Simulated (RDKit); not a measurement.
Input file for RDKit: UFF on BHO (SMILES B=O).

```python
from rdkit import Chem
from rdkit.Chem import AllChem, rdDetermineBonds

blocks = [
'''3

H    -0.00000000   -0.00000000   -1.17841985
B     0.00000000    0.00000000   -0.01031843
O    -0.00000000   -0.00000000    1.18873829
''',
]
mol = None
for b in blocks:
    f = Chem.MolFromXYZBlock(b)
    rdDetermineBonds.DetermineBonds(f, charge=0)
    mol = f if mol is None else Chem.CombineMols(mol, f)
Chem.SanitizeMol(mol)
print(Chem.MolToSmiles(Chem.RemoveHs(mol)))
ff = AllChem.UFFGetMoleculeForceField(mol, vdwThresh=100.0, ignoreInterfragInteractions=False)
e = ff.CalcEnergy()
print(f'UFF energy {e:.6f} kcal/mol')
```

Program output:

```
[22:45:17] UFFTYPER: Unrecognized atom type: B_1 (1)
B=O
UFF energy 0.000000 kcal/mol
```

The run finished.

Cost: around 0.020 core-seconds (rough).
